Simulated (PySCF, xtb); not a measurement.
AlF₂Cl, SMILES [F][Al]([F])[Cl].

GFN2-xTB (xtb 6.7.1) at its own geometry gives an orbital gap of 4.76 eV and a dipole moment of 1.96 D.

The structure is a stationary point at PBE0-D3(BJ)/def2-SVP.

What does PySCF with CAM-B3LYP/def2-TZVPD give? (The exact figures need the calculation; the answer reports its results.)

gap 10.50 eV (levels -11.43 and -0.93 eV), dipole 0.54 D.
